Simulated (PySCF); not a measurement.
Molecule (SMILES): F[Si]F (closed-shell singlet).
Geometry (B3LYP-D3(BJ)/def2-TZVP, fixed):
```xyz
3

Si     0.0153     0.0127     0.5768
F      1.0240    -0.6902    -0.4611
F     -1.0478     0.6704    -0.4362
```

Basis-set convergence of the isotropic shielding of F2 at HF with PySCF. GIAO, no density fitting; atoms are numbered in the order shown. All functions are spherical. No added dispersion term, no relativity. Reference: the value in pcSseg-3, 203.55 ppm, itself unsure by roughly 2.40 ppm (its mean distance from pcseg-3, pcSseg-2). Deviations are taken from unrounded values.

```json
[
 {"basis": "def2-SVP", "functions": "46", "isotropic shielding of F2 (ppm)": "210.92"},
 {"basis": "def2-SVPD", "functions": "70", "isotropic shielding of F2 (ppm)": "222.92"},
 {"basis": "pcseg-1", "functions": "46", "isotropic shielding of F2 (ppm)": "200.24"},
 {"basis": "aug-pcseg-1", "functions": "73", "isotropic shielding of F2 (ppm)": "206.26"},
 {"basis": "cc-pV(D+d)Z", "functions": "51", "isotropic shielding of F2 (ppm)": "197.51"},
 {"basis": "aug-cc-pV(D+d)Z", "functions": "78", "isotropic shielding of F2 (ppm)": "215.82"},
 {"basis": "6-311G**", "functions": "62", "isotropic shielding of F2 (ppm)": "200.86"},
 {"basis": "6-311+G**", "functions": "74", "isotropic shielding of F2 (ppm)": "210.74"},
 {"basis": "pcseg-2", "functions": "94", "isotropic shielding of F2 (ppm)": "199.04"},
 {"basis": "aug-pcseg-2", "functions": "142", "isotropic shielding of F2 (ppm)": "199.41"},
 {"basis": "cc-pV(T+d)Z", "functions": "99", "isotropic shielding of F2 (ppm)": "198.57"},
 {"basis": "aug-cc-pV(T+d)Z", "functions": "147", "isotropic shielding of F2 (ppm)": "210.30"},
 {"basis": "def2-TZVP", "functions": "99", "isotropic shielding of F2 (ppm)": "198.84"},
 {"basis": "def2-TZVPD", "functions": "123", "isotropic shielding of F2 (ppm)": "202.42"},
 {"basis": "def2-TZVPP", "functions": "104", "isotropic shielding of F2 (ppm)": "199.10"},
 {"basis": "def2-TZVPPD", "functions": "128", "isotropic shielding of F2 (ppm)": "202.77"},
 {"basis": "cc-pV(Q+d)Z", "functions": "174", "isotropic shielding of F2 (ppm)": "204.15"},
 {"basis": "aug-cc-pV(Q+d)Z", "functions": "249", "isotropic shielding of F2 (ppm)": "205.83"},
 {"basis": "def2-QZVPP", "functions": "184", "isotropic shielding of F2 (ppm)": "203.54"},
 {"basis": "def2-QZVPPD", "functions": "208", "isotropic shielding of F2 (ppm)": "203.68"},
 {"basis": "pcseg-3", "functions": "184", "isotropic shielding of F2 (ppm)": "199.57"},
 {"basis": "aug-pcseg-3", "functions": "259", "isotropic shielding of F2 (ppm)": "199.41"}
]
```

What the diffuse functions change, pair by pair:
- def2-SVP to def2-SVPD: 24 more functions, deviation 7.38 to 19.37 ppm
- pcseg-1 to aug-pcseg-1: 27 more functions, deviation -3.30 to 2.72 ppm
- cc-pV(D+d)Z to aug-cc-pV(D+d)Z: 27 more functions, deviation -6.04 to 12.27 ppm
- 6-311G** to 6-311+G**: 12 more functions, deviation -2.68 to 7.20 ppm
- pcseg-2 to aug-pcseg-2: 48 more functions, deviation -4.51 to -4.13 ppm
- cc-pV(T+d)Z to aug-cc-pV(T+d)Z: 48 more functions, deviation -4.98 to 6.75 ppm
- def2-TZVP to def2-TZVPD: 24 more functions, deviation -4.71 to -1.13 ppm
- def2-TZVPP to def2-TZVPPD: 24 more functions, deviation -4.44 to -0.78 ppm
- cc-pV(Q+d)Z to aug-cc-pV(Q+d)Z: 75 more functions, deviation 0.61 to 2.28 ppm
- def2-QZVPP to def2-QZVPPD: 24 more functions, deviation -0.01 to 0.13 ppm
- pcseg-3 to aug-pcseg-3: 75 more functions, deviation -3.98 to -4.13 ppm

They bring the value nearer the reference by more than 2.40 ppm in 2 of 11 pairs.
